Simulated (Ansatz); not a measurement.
`C[Si](N)(F)Cl` + H₂O → `C[Si](O)(F)Cl` + NH₃ at 700 K and 1 bar (formal hydrolysis of the Si–N bond).

Program: Ansatz. Geometries: PBE0-D4/def2-TZVP. ΔE: electronic, gas phase. CBS: MP2 limit from def2 TZ/QZ plus the TZ coupled-cluster correction, frozen cores. This one scheme is used for every species. One conformer a species, not always the lowest.

```csv
species,CCSD(T)/CBS energy (Eh),H − E (kJ/mol),S (J/(mol·K))
`C[Si](N)(F)Cl`,-944.59780,258.5,471.9
H₂O,-76.37941,80.5,218.4
`C[Si](O)(F)Cl`,-964.48585,222.3,456.3
NH₃,-56.50880,116.9,226.5
```

H − E and S are ideal-gas, rigid-rotor, harmonic terms from PBE0-D4/def2-TZVP, for one conformer and one mirror image of each species. 1 Eh = 2625.50 kJ/mol, R = 8.31446 J/(mol·K).

**Question.** By hand: ΔE, ΔH, ΔS and ΔG.

**Answer.** ΔE = (-964.48585) + (-56.50880) − (-944.59780) − (-76.37941) = -0.01744 Eh = -45.8 kJ/mol. Δ(H − E) = 222.3 + 116.9 − 258.5 − 80.5 = 0.2, so ΔH = -45.6 kJ/mol. ΔS = 456.3 + 226.5 − 471.9 − 218.4 = -7.5 J/(mol·K). ΔG = -45.6 − 700 × (-7.5)/1000 = -40.4 kJ/mol.

**Question.** By hand: the equilibrium constant, and the temperature at which ΔG would vanish if ΔH and ΔS stayed fixed.

**Answer.** log₁₀ K = −ΔG/(RT ln 10) = 3.0. ΔG = 0 at ΔH/ΔS = 6080 K, far beyond where these terms or the molecules hold.

The number of gas molecules stays the same, so ΔS is small and ΔH decides. A doubt of 5 kJ/mol in ΔE shifts log₁₀ K by 0.4 here. Other conformers and mirror images would add mixing entropy, several J/(mol·K) or more a flexible species. These are equilibria of isolated gas molecules and say nothing of rates. Largest T1 diagnostic: 0.010 (customary marks: 0.02 for closed shells, 0.045 for open ones).
